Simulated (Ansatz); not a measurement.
Gas-phase electronic energies from Ansatz, PBE0-D4/def2-TZVP geometries. CCSD(T)/CBS adds triple-zeta CCSD(T) − MP2 to the extrapolated MP2 energy (def2 sets, frozen cores). This one scheme is used for every species. Functionals use def2-TZVPP. B3LYP here is the variant with VWN-RPA as its local correlation; programs differ in this. HSE06 is defined as in plane-wave codes. Each species was taken in one conformer, which may not be the lowest.

`FCO[SiH2]F` + `C=N` → `C=N[SiH2]F` + `OCF`  (ligand exchange at the Si–O bond)

```tsv
level	ΔE (kJ/mol)	difference from CCSD(T)/CBS
PBE-D4	40.8	-11.2
BLYP-D4	45.7	-6.3
B97M-V	50.0	-2.0
B3LYP-D4	48.3	-3.7
r2SCAN0-D4	48.9	-3.1
HSE06-D4	43.9	-8.1
ωB97M-V	50.0	-2.0
PBE-QIDH	48.3	-3.7
revPBE	40.0	-12.0
r2SCANh	48.1	-3.9
RPA@PBE/def2-TZVPP	55.9	3.9
CCSD/def2-SVP	53.3	1.3
CCSD/def2-TZVPP	54.5	2.5
CCSD(T)/def2-TZVPP	53.4	1.4
MP2/def2-QZVPP	50.7	-1.3
MP2/CBS(def2)	49.9	-2.1
CCSD(T)/CBS	52.0	0
```

Largest T1 diagnostic among the species: 0.013.

From BLYP to BHLYP (50 % exact exchange), in def2-TZVPP and without D4, ΔE moves by +6.8 kJ/mol. Leaving LDA and LC-ωPBE aside and taking each functional with its dispersion term where it has one, the values, not all of them listed here, spread over 11.8 kJ/mol, from revPBE-D4 to BHLYP-D4. In def2-TZVPP, CCSD(T) changes the Hartree–Fock value by −3.3 kJ/mol (the triples alone add −1.1 kJ/mol) and MP2 by −5.5 kJ/mol.
